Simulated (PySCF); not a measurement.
AlH2(OiPr), C₃H₉AlO.
Bonds: Al1–O4, O4–C5, C5–C6, C5–C7. Hydrogens: H2, H3 on Al1; H8 on C5; H9, H10, H11 on C6; H12, H13, H14 on C7.

Method: PySCF 2.14.0, PBE0-D3(BJ)/def2-SVP geometry optimisation, gas phase; density fitting, grid level 1; the optimiser is geomeTRIC in internal coordinates, started from a GFN2-xTB structure with every atom displaced at random (about 0.03 Å).

Geometry at step 6:
```
atom  x, y, z in Å
Al1     0.8875    1.8653   -1.2019
H2      2.1977    2.4406   -1.7552
H3     -0.5312    2.5193   -1.4073
O4      1.1352    0.4004   -0.3285
C5      0.3741   -0.4693    0.4247
C6     -0.2109   -1.5983   -0.4279
C7     -0.7425    0.2056    1.2193
H8      1.0376   -0.9663    1.1707
H9     -0.9057   -1.1774   -1.1645
H10    -0.7323   -2.3212    0.2154
H11     0.5956   -2.0987   -0.9764
H12    -0.3681    1.0223    1.8557
H13    -1.4993    0.6499    0.5475
H14    -1.2572   -0.5160    1.8716
```

Problem. Give the atomic forces at this geometry.

Solution. 
| atom | Fx (eV/Å) | Fy (eV/Å) | Fz (eV/Å) |
| --- | --- | --- | --- |
| Al1 | -0.185 | -0.704 | 0.434 |
| H2 | 0.572 | 0.315 | -0.296 |
| H3 | -0.165 | 0.028 | 0.019 |
| O4 | -0.070 | 0.754 | -0.426 |
| C5 | -0.469 | -0.910 | 0.741 |
| C6 | 0.372 | 0.405 | 0.112 |
| C7 | -0.050 | 0.281 | -0.151 |
| H8 | 0.034 | 0.218 | -0.167 |
| H9 | -0.245 | -0.024 | -0.103 |
| H10 | -0.046 | -0.073 | -0.130 |
| H11 | 0.054 | -0.162 | -0.034 |
| H12 | 0.147 | -0.030 | 0.036 |
| H13 | 0.025 | -0.086 | -0.015 |
| H14 | 0.025 | -0.012 | -0.020 |

The largest, 1.26 eV/Å, acts on C5; the rms over all components is 0.319 eV/Å. The forces sum to zero within rounding, as they must for an isolated molecule in no field.

Problem. Give the force on C5 in Eh/bohr and in nN.

Solution. 1.264 eV/Å ÷ 51.422 = 0.02457 Eh/bohr, and 1.264 eV/Å × 1.602 = 2.02 nN.

Problem. How far is this geometry from the end of the optimisation?

Solution. 0.067 eV above it, and 0.063 Å rms away after alignment. The bonds farthest from their final lengths, with half the difference of the two atoms' forces along the bond (positive lengthens):

```csv
bond,now (Å),final (Å),force along bond (eV/Å)
Al1–H2,1.534,1.581,+0.65
Al1–O4,1.723,1.697,-0.83
O4–C5,1.380,1.399,+0.95
Al1–H3,1.576,1.589,+0.17
C5–C6,1.531,1.521,-0.47
C5–H8,1.115,1.107,-0.41
```

The angle farthest from its final value is Al1–O4–C5, 137.2° against 143.7°.

Of the 5 listed bonds off by 0.010 Å or more, this force points towards the final length in 5.

The cost below is that of the whole optimisation. Time: 54 s of wall time; peak memory 0.49 GiB. Hardware: Arm Neoverse V2, one thread, shared host with 32 logical CPUs at a one-minute load of 15.
